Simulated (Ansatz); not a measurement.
Start from `[F][Sn][Cl]` and change one atom or group to get `[SH][Sn][Cl]`.

Ansatz, PBE0-D4/def2-TZVP geometries, multiplicity 1. Each molecule was computed in one conformer, which needn't be the lowest.

Elements past krypton have def2 core potentials.

| property | `[F][Sn][Cl]` |
| --- | --- |
| HOMO energy (PBE0/def2-TZVPP) / eV | -8.30 |
| HOMO–LUMO gap (PBE/def2-TZVPP) / eV | 3.54 |
| LUMO energy (B3LYP/def2-TZVPP) / eV | -3.20 |
| ideal-gas entropy at 298 K and 1 bar (rigid rotor, harmonic PBE0-D4/def2-TZVP) / J/(mol·K) | 300 |
| HOMO–LUMO gap (B3LYP/def2-TZVPP) / eV | 4.93 |
| zero-point energy (PBE0-D4/def2-TZVP) / kJ/mol | 6.6 |

Problem. Give the same properties after the change, and the shifts. (Best estimate.)

Solution. Computed: 
```json
{"property": "HOMO energy (PBE0/def2-TZVPP) / eV", "`[SH][Sn][Cl]`": "-7.48", "shift": "0.82"}
{"property": "HOMO–LUMO gap (PBE/def2-TZVPP) / eV", "`[SH][Sn][Cl]`": "3.02", "shift": "-0.52"}
{"property": "LUMO energy (B3LYP/def2-TZVPP) / eV", "`[SH][Sn][Cl]`": "-3.01", "shift": "0.19"}
{"property": "ideal-gas entropy at 298 K and 1 bar (rigid rotor, harmonic PBE0-D4/def2-TZVP) / J/(mol·K)", "`[SH][Sn][Cl]`": "319", "shift": "19"}
{"property": "HOMO–LUMO gap (B3LYP/def2-TZVPP) / eV", "`[SH][Sn][Cl]`": "4.28", "shift": "-0.65"}
{"property": "zero-point energy (PBE0-D4/def2-TZVP) / kJ/mol", "`[SH][Sn][Cl]`": "26.5", "shift": "19.9"}
```

With PBE0 the HOMO rises by 0.82 eV and the LUMO rises by 0.15 eV, so the gap narrows by about 0.67 eV. PBE moves the HOMO by 0.71 eV and ωB97M-V by 0.91 eV. The zero-point energy changes by 19.9 kJ/mol with +3 modes.

B3LYP here is the variant with VWN-RPA as its local correlation; programs differ in this.
